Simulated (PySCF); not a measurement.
# Broadened absorption spectrum of 2-fluoropyridine

Compound: 2-fluoropyridine, C5H4FN.
SMILES with atom numbers: `[F:1][c:2]1[cH:3][cH:4][cH:5][cH:6][n:7]1` (hydrogens: H8 on C3; H9 on C4; H10 on C5; H11 on C6)

Method: TDDFT PBE0/def2-SVPD, vertical, gas phase, core orbitals frozen in the response in PySCF 2.14.0, density-fitted response routines. Isolated species at its GFN2-xTB geometry, gas phase.

Each state is given a Gaussian of 0.3 eV full width at half maximum, with ε(max) = 2.175×10⁸ f / Δν̃ (Δν̃ the width in cm⁻¹). The width is an assumption, not a result. The curve ends short of the highest state used, and states not computed would add to its high-energy end.

(λ (nm), ε (L mol⁻¹ cm⁻¹)): (168.7, 22818), (171.2, 5228), (173.7, 672), (176.2, 51), (178.6, 7), (181.1, 47), (183.6, 309), (186.1, 1149), (188.5, 2478), (191.0, 3437), (193.5, 3047), (195.9, 1838), (198.4, 746), (200.9, 212), (203.4, 45), (205.8, 15), (208.3, 48), (210.8, 211), (213.3, 710), (215.7, 1719), (218.2, 3264), (220.7, 4734), (223.2, 5341), (225.6, 4829), (228.1, 3560), (230.6, 2224), (233.0, 1275), (235.5, 683), (238.0, 366), (240.5, 193), (242.9, 100), (245.4, 45), (247.9, 18), (250.4, 7), (252.8, 2), (255.3, 1)

Question: Where are the band maxima, and which computed states make them?

Answer: 223 nm (5.55 eV), ε about 5300, made up of S2 (99%); 192 nm (6.47 eV), ε about 3500, made up of S4 (100%) (ε in L mol⁻¹ cm⁻¹; maxima over ε = 5, shares over 10%). At its high-energy end, 7.35 eV, the curve is still rising (ε about 23000, from S6 and S7). The states used: S1 5.31 eV (f 0.0035); S2 5.56 eV (f 0.059); S3 5.80 eV (f 0.0001); S4 6.47 eV (f 0.039); S5 7.38 eV (f 0.0030); S6 7.51 eV (f 0.480); S7 7.63 eV (f 0.391); S8 7.95 eV (f 0.044).

Question: Coming from long wavelengths, where does ε first pass 100 L mol⁻¹ cm⁻¹?

Answer: At about 243 nm (5.11 eV), 0.20 eV below S1.

Question: What would ε be at 5.55 eV, the highest of these maxima, with half the width (0.15 eV)?

Answer: About 10500 L mol⁻¹ cm⁻¹ against 5340, a factor of about 1.97; a lone state at its own centre would give exactly 2.

Question: On this curve, what absorbance would a 10⁻⁵ mol/L sample give at 254 nm over a 1 cm path?

Answer: 254 nm is 4.881 eV, where ε is about 1.2 L mol⁻¹ cm⁻¹, so A = ε c l ≈ 1.2e-05 (Beer–Lambert, with the gas-phase spectrum and the assumed width).
